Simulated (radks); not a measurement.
Q: These are the eigenvalues of the occupied orbitals of an atom or ion with whole-number occupations (eV). Method: Dirac Kohn-Sham, PBE, spin-unpolarised, spherical densities, point nucleus; computed with a radial shooting solver on a logarithmic mesh with Libxc functionals.

1s1/2: -59218.87
2s1/2: -9984.634
2p1/2: -9515.911
2p3/2: -8535.646
3s1/2: -2243.525
3p1/2: -2037.490
3p3/2: -1830.496
3d3/2: -1479.427
3d5/2: -1434.196
4s1/2: -441.5632
4p1/2: -358.7373
4p3/2: -312.0190
4d3/2: -175.8713
4d5/2: -167.3723
5s1/2: -52.7016
5p1/2: -30.4499
5p3/2: -24.7788
6s1/2: -3.8095
4f5/2: -3.2482
4f7/2: -2.0543
5d3/2: -0.7825

Which element is it, and in what charge state? The configuration may be excited. Open shells, if any, fill j = l - 1/2 first.

A: Z = 69, thulium, charge 0: Tm in [Xe] 4f13 6s1 5d1. The list shows which subshells hold electrons but not how many an open one holds; the 1s level, -2176.3 hartree, gives Z - s = 66.0 by -(Z - s)^2/2, which with screening and relativity narrows Z to a few neighbours, and the depths of the outer levels then fix element, charge and occupations together.
